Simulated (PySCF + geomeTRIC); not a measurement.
Computed with PySCF + geomeTRIC with BP86-D3(BJ)/def2-SVP. fastk is a local helper that only speeds up exchange builds. No frequencies were computed at this level.

```python
import json, numpy as np
from pyscf import gto, dft
from fastk import lowrank_exchange
atoms = """
Zr    -0.030077    -0.062357    -0.024869
F      1.774623     0.498388    -0.130541
F     -0.871987     1.373223     0.876707
H     -0.692785    -0.116441    -1.719202
H     -0.094610    -1.516223     1.068306
"""
def scf(charge, spin, dm0=None):
    mol = gto.M(atom=atoms, basis='def2-svp', ecp={'Zr': 'def2-svp'}, charge=charge, spin=spin, verbose=3, max_memory=5040)
    mf = dft.KS(mol, xc='bp86').density_fit(auxbasis="def2-universal-jkfit")
    mf.disp = 'd3bj'
    mf.grids.level = 3
    mf.conv_tol = 1e-8
    mf.max_cycle = 120
    mf.level_shift = 0.25
    mf.kernel(dm0)
    if not mf.converged:
        mf = mf.newton().run(mf.mo_coeff, mf.mo_occ).undo_soscf()
    return mf
mf = scf(0, 0)
from pyscf.geomopt.geometric_solver import kernel as optimize
path = []
done, mol = optimize(mf, maxsteps=120, assert_convergence=False, callback=lambda env: path.append((env["energy"], bool(env["g_scanner"].converged))))
res = dict(converged=bool(done and path[-1][1]), energy=path[-1][0], path=[e for e, c in path], xyz=mol.atom_coords(unit="Angstrom").tolist(), nao=mol.nao)
json.dump(res, open("result.json", "w"))
```

Output:

```
converged SCF energy = -247.978142526768
Geometry optimization cycle 1
converged SCF energy = -247.9781425205
cycle 1: E = -247.97814252  dE = -247.978  norm(grad) = 0.0319687
Geometry optimization cycle 2
converged SCF energy = -247.98091502515
cycle 2: E = -247.980915025  dE = -0.0027725  norm(grad) = 0.00863487
Geometry optimization cycle 3
converged SCF energy = -247.9818110747
cycle 3: E = -247.981811075  dE = -0.00089605  norm(grad) = 0.00416706
Geometry optimization cycle 4
converged SCF energy = -247.982032511978
cycle 4: E = -247.982032512  dE = -0.000221437  norm(grad) = 0.00234743
Geometry optimization cycle 5
converged SCF energy = -247.982043617416
cycle 5: E = -247.982043617  dE = -1.11054e-05  norm(grad) = 0.000794347
Geometry optimization cycle 6
converged SCF energy = -247.982051528252
cycle 6: E = -247.982051528  dE = -7.91084e-06  norm(grad) = 0.00196417
Geometry optimization cycle 7
converged SCF energy = -247.982042338979
cycle 7: E = -247.982042339  dE = 9.18927e-06  norm(grad) = 0.0036896
Geometry optimization cycle 8
converged SCF energy = -247.98205693132
cycle 8: E = -247.982056931  dE = -1.45923e-05  norm(grad) = 0.00290114
Geometry optimization cycle 9
converged SCF energy = -247.982092644562
cycle 9: E = -247.982092645  dE = -3.57132e-05  norm(grad) = 0.000738486
Geometry optimization cycle 10
converged SCF energy = -247.982094143547
cycle 10: E = -247.982094144  dE = -1.49898e-06  norm(grad) = 0.00168737
Geometry optimization cycle 11
converged SCF energy = -247.982100832379
cycle 11: E = -247.982100832  dE = -6.68883e-06  norm(grad) = 0.00108586
Geometry optimization cycle 12
converged SCF energy = -247.982105376861
cycle 12: E = -247.982105377  dE = -4.54448e-06  norm(grad) = 0.000486486
Geometry optimization cycle 13
converged SCF energy = -247.982104960267
cycle 13: E = -247.98210496  dE = 4.16594e-07  norm(grad) = 0.000382008
<class 'geometric.internal.Distance'> : 4
<class 'geometric.internal.Angle'> : 6
<class 'geometric.internal.TranslationX'> : 1
<class 'geometric.internal.TranslationY'> : 1
<class 'geometric.internal.TranslationZ'> : 1
<class 'geometric.internal.RotationA'> : 1
<class 'geometric.internal.RotationB'> : 1
<class 'geometric.internal.RotationC'> : 1
Step    0 : Gradient = 1.430e-02/2.651e-02 (rms/max) Energy = -247.9781425205
Step    1 : Displace = 4.939e-02/6.566e-02 (rms/max) Trust = 1.000e-01 (=) Grad = 3.862e-03/5.092e-03 (rms/max) E (change) = -247.9809150252 (-2.773e-03) Quality = 0.998
Step    2 : Displace = 3.880e-02/4.728e-02 (rms/max) Trust = 1.414e-01 (+) Grad = 1.864e-03/2.175e-03 (rms/max) E (change) = -247.9818110747 (-8.960e-04) Quality = 1.414
Step    3 : Displace = 3.182e-02/3.622e-02 (rms/max) Trust = 2.000e-01 (+) Grad = 1.050e-03/1.729e-03 (rms/max) E (change) = -247.9820325120 (-2.214e-04) Quality = 0.945
Step    4 : Displace = 3.776e-03/4.982e-03 (rms/max) Trust = 2.828e-01 (+) Grad = 3.552e-04/5.637e-04 (rms/max) E (change) = -247.9820436174 (-1.111e-05) Quality = 0.742
Step    5 : Displace = 6.365e-03/8.761e-03 (rms/max) Trust = 2.828e-01 (=) Grad = 8.784e-04/1.402e-03 (rms/max) E (change) = -247.9820515283 (-7.911e-06) Quality = 0.422
Step    6 : Displace = 1.630e-02/2.145e-02 (rms/max) Trust = 2.828e-01 (=) Grad = 1.650e-03/2.894e-03 (rms/max) E (change) = -247.9820423390 (+9.189e-06) Quality = -0.177
Step    7 : Displace = 2.813e-03/3.931e-03 (rms/max) Trust = 8.148e-03 (-) Grad = 1.297e-03/2.257e-03 (rms/max) E (change) = -247.9820569313 (-1.459e-05) Quality = 0.629
Step    8 : Displace = 8.495e-03/1.189e-02 (rms/max) Trust = 8.148e-03 (=) Grad = 3.303e-04/4.707e-04 (rms/max) E (change) = -247.9820926446 (-3.571e-05) Quality = 0.741
Step    9 : Displace = 5.478e-03/7.693e-03 (rms/max) Trust = 8.148e-03 (=) Grad = 7.546e-04/1.189e-03 (rms/max) E (change) = -247.9820941435 (-1.499e-06) Quality = 0.028
Step   10 : Displace = 2.476e-03/3.463e-03 (rms/max) Trust = 2.739e-03 (-) Grad = 4.722e-04/8.296e-04 (rms/max) E (change) = -247.9821008324 (-6.689e-06) Quality = 0.764
Step   11 : Displace = 3.112e-03/3.751e-03 (rms/max) Trust = 3.874e-03 (+) Grad = 1.602e-04/2.953e-04 (rms/max) E (change) = -247.9821053769 (-4.544e-06) Quality = 1.518
Step   12 : Displace = 7.938e-04/1.028e-03 (rms/max) Trust = 5.478e-03 (+) Grad = 4.980e-05/7.842e-05 (rms/max) E (change) = -247.9821049603 (+4.166e-07) Quality = -1.535
Converged! =D
```

Cost: around 30 core-seconds (rough).
